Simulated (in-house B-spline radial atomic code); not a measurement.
Multiplet parameters of the 4d8 shell in the tellurium ion Te⁸⁺ ([Kr] 4d8). Computed with an all-electron radial atomic-structure program (B-spline basis): non-relativistic Hartree-Fock, average of configuration, point nucleus.

Slater integrals: F^2 = 113340 cm⁻¹, F^4 = 75897 cm⁻¹. Central-field spin-orbit parameter ζ(4d) = 5235 cm⁻¹ (bare central field on non-relativistic orbitals, without two-electron terms: too large for light atoms, too small for heavy ones).

Question: What are Racah's B and C?

Answer: B = F^2/49 - 5F^4/441 = 1453 cm⁻¹, C = 35F^4/441 = 6024 cm⁻¹, C/B = 4.15.

Question: Where do the terms lie in LS coupling, without spin-orbit interaction?

Answer: In cm⁻¹ above the Hund's-rule term:
| term | expression | energy |
| --- | --- | --- |
| 3F | 0B + 0C | 0 |
| 1D | 5B + 2C | 19310 |
| 3P | 15B + 0C | 21788 |
| 1G | 12B + 2C | 29478 |
| 1S | 22B + 7C | 74121 |

Question: Is LS coupling a fair picture here?

Answer: Fits to spectra need these integrals scaled down, since correlation screens the repulsion. Here ζ is 3.60 times B, so spin-orbit coupling rivals the gaps between some terms: low levels can stay fairly pure, while close terms of equal J mix strongly.
